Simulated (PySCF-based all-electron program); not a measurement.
# Bond force of TlH, singlet

Calculated with an in-house all-electron program built on PySCF, in large uncontracted Gaussian sets near the basis limit; Koelling–Harmon scalar relativity, no spin–orbit coupling, spin-restricted. Forces are good to about 0.010 eV/Å. In part, the full relativistic part was added along one bond alone. A positive force pushes the atoms apart.

```csv
r (Å),LDA (eV/Å),PBEsol (eV/Å),PBE (eV/Å)
1.683,2.301,2.416,?
1.719,–,–,?
1.870,0.226,0.322,0.441
1.910,–,–,0.147
2.057,–,–,-0.630
```

What does PBE give at the lengths left open?

1.683 Å: 2.558 eV/Å; 1.719 Å: 2.032 eV/Å.

Fit a Morse curve to the forces within 0.84 to 1.25 of the listed length with the smallest force. Where does the force vanish, what is the force constant, and what harmonic wavenumber follows with standard atomic masses?

PBE: 1.932 Å, 6.4 eV/Å², about 1310 cm⁻¹. The points are far apart, so these are estimates.

At 1.870 Å, order the functionals from the one that pulls the atoms together most to the one that pushes them apart most.

LDA (0.226), PBEsol (0.322), PBE (0.441).
